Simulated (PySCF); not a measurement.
C4H8Si.
Atom-mapped SMILES: `[CH3:1][C:2]#[C:3][CH2:4][SiH3:5]` (hydrogens: H6, H7, H8 on C1; H9, H10 on C4; H11, H12, H13 on Si5)

A GFN2-xTB structure was refined with PBE0-D3(BJ)/def2-SVP geometry optimisation, gas phase in PySCF. Its GFN2-xTB values:

| coordinate | GFN2-xTB |
| --- | --- |
| C1–C2 | 1.464 Å |
| C1–H6 | 1.089 Å |
| C2≡C3 | 1.210 Å |
| C3–C4 | 1.396 Å |
| C4–Si5 | 1.935 Å |
| C4–H9 | 1.085 Å |
| Si5–H11 | 1.474 Å |
| C1–C2–C3 | 178.5° |
| C2–C3–C4 | 179.2° |
| C3–C4–Si5 | 111.5° |

**Question.** How do these coordinates change at the PBE0-D3(BJ)/def2-SVP level?

**Answer.** 
```
coordinate  PBE0-D3(BJ)/def2-SVP (Å or °)  change
     C3–C4                          1.452  +0.056
    C4–Si5                          1.899  -0.036
   Si5–H11                          1.496  +0.022
     C4–H9                          1.104  +0.019
     C1–H6                          1.101  +0.012
     C1–C2                          1.454  -0.010
     C2≡C3                          1.213  +0.003
  C2–C3–C4                          177.5    -1.7
  C1–C2–C3                          179.4    +0.9
 C3–C4–Si5                          111.2    -0.3
```

The energy falls by 0.138 eV over 5 energy and gradient evaluations, the largest force component goes from 0.0433 to 2.5e-04 Eh/bohr, and the atoms move by 0.073 Å rms after alignment. The bond that changes most is C3–C4 (alkyne carbon to sp3 carbon bound to silicon), which lengthens by 0.056 Å. Bonds longer at the end by more than 0.005 Å: 7 of 12; shorter: 4. Rotational constants go from 12997, 1494, 1384 to 12444, 1503, 1387 MHz.

The run used 114 basis functions and 31 SCF cycles in all. On one thread, Arm Neoverse N1 (aarch64), no GPU, shared host with 64 logical CPUs at a one-minute load of 60, this took 35 s wall and 0.46 GiB of memory at its peak.

No PBE0-D3(BJ)/def2-SVP frequencies stand behind this structure, so it isn't proved a minimum.
